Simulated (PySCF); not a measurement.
## Ag: ionisation energy

Ag [Kr] 4d10 5s1 (2S) → Ag⁺ [Kr] 4d10 (1S), as a difference of total energies. All numbers are calculated (PySCF 2.14, scalar relativity through the core potential, in aug-cc-pwCVDZ-PP with ECP28MDF (6s6p5d3f, 70 functions)). Correlated levels: valence: 4s2 4p6 frozen. The calculations carry no spin-orbit coupling.

| method | ionisation energy (eV) | error (eV) |
| --- | --- | --- |
| UHF | 6.368 | -1.208 |
| MP2 (valence) | 7.424 | -0.152 |
| SCS-MP2 (valence) | 7.267 | -0.309 |
| CCSD (valence) | 7.291 | -0.285 |
| CCSD(T) (valence) | 7.370 | -0.206 |

Reference: 7.576 eV (measured; NIST Atomic Spectra Database, ionization energies).

Errors of the correlated levels include the incompleteness of this basis and the frozen core.
